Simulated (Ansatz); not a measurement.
Compare A (`OCC1=CB1`) with its isomer B (`BC1OC1=C`).

Isolated molecules relaxed with PBE0-D4/def2-TZVP in Ansatz; ΔE leaves out vibrations. CCSD(T)/CBS adds triple-zeta CCSD(T) − MP2 to the extrapolated MP2 energy (def2 sets, frozen cores). DFT in def2-TZVPP. B3LYP here is the variant with VWN-RPA as its local correlation; programs differ in this. Each species was taken in one conformer, which may not be the lowest.

Q: Which is lower in electronic energy at CCSD(T)/CBS, and by how much? (Estimate.)

A: The calculation gave: A, by 97.4 kJ/mol.

Q: Give E(B) − E(A) in kJ/mol with CCSD(T)/def2-SVP, B3LYP-D4, CCSD(T)/def2-TZVPP, BLYP-D4, PBE-D4, CCSD/def2-TZVPP, ωB97M-V. (Estimate.)

A: Ansatz gave: CCSD(T)/def2-SVP 93.6, B3LYP-D4 87.0, CCSD(T)/def2-TZVPP 92.3, BLYP-D4 72.4, PBE-D4 79.6, CCSD/def2-TZVPP 97.3, ωB97M-V 99.5. None reverses the order clearly.

Q: Does the order hold for the free energy at 298.15 K (harmonic terms from PBE0-D4)? (An estimate is asked.)

A: Ansatz gave: Yes: G(B) − G(A) = +91.0 kJ/mol, for one conformer each.

Largest T1 diagnostic: 0.014.

In def2-TZVPP, CCSD(T) changes the Hartree–Fock value by −18.8 kJ/mol (the triples alone add −5.0 kJ/mol) and MP2 by −12.3 kJ/mol. Leaving LDA and LC-ωPBE aside and taking each functional with its dispersion term where it has one, the values, not all of them listed here, spread over 31.2 kJ/mol, from BLYP-D4 to PBE-QIDH. LDA lies +10.4 kJ/mol from PBE without D4.
